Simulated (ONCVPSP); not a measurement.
Configuration tests for lanthanum (ONCV)

* Element: La
* Generator: ONCVPSP 4.0.1
* Type: optimised norm-conserving Vanderbilt (ONCV)
* Functional: PBE
* Relativity: fully relativistic
* Frozen core: [Kr] 4d10
* Valence charge: 11
* Reference configuration: 5s2 5p6 (charge +3)
* Partial waves: 5s: rc 1.75 bohr, ncon 3, nbas 8, qcut 3.2 1/bohr, 2 projectors, debl 3 Ha; 5p: rc 2.50 bohr, ncon 3, nbas 7, qcut 7 1/bohr, 1 projector; d scattering state at 0.06 Ha: rc 2.15 bohr, ncon 5, nbas 9, qcut 4.8 1/bohr, 2 projectors, debl 3.9 Ha; f scattering state at 0.45 Ha: rc 2.55 bohr, ncon 4, nbas 7, qcut 4.3 1/bohr, 3 projectors, debl 1.8 Ha
* Local potential: polynomial inside 1.40 bohr (lpopt 5, dvloc0 1 Ha)
* Core correction: polynomial model core, fcfact 0.55

Open shells are filled in proportion to 2j + 1.

In the d channel the program set the typed energies aside and used 0.050, 3.950 Ha (j = l + 1/2; the other j can differ). In the f channel the program set the typed energies aside and used -0.998, 0.802, 2.602 Ha (j = l + 1/2; the other j can differ).

Energies are relative to the spin-unpolarised reference configuration 5s2 5p6; without spin polarisation the order of configurations can differ from experiment.

```csv
valence configuration,charge,ΔE all-electron (eV),error AE − PS (meV)
5s2 5p6 5d1 6s2,0,-35.790,+46
5s2 5p6 5d1 6s1,+1,-29.824,+45
5s2 5p6 5d1,+2,-18.938,+37
```

(1) What are ΔE and the potential's error for 4f1 5s2 5p6 6s1?

Levels in the configuration 4f1 5s2 5p6 6s1:

| level | all-electron (eV) | pseudo (eV) |
| --- | --- | --- |
| 5s j=1/2 | -41.451 | -41.908 |
| 5p j=3/2 | -24.885 | -25.090 |
| 5p j=1/2 | -27.211 | -27.480 |
| 4f j=7/2 | -5.174 | -7.603 |
| 4f j=5/2 | -5.400 | -7.873 |
| 6s j=1/2 | -7.804 | -7.775 |

Note: no bound ghost flagged but for a GHOST(-) flag that falls on a real empty level of the atom; GHOST(+) flagged for s at 29.6 eV.

Results:

(1) ΔE = -29.520 eV all-electron; the error (AE − PS) is +1527 meV.

These tests converged, but a pseudo level misses the all-electron one widely, so the file describes the atom poorly there or has found another state: 4f1 5s2 5p6 6s1: 4f by 2.5 eV.
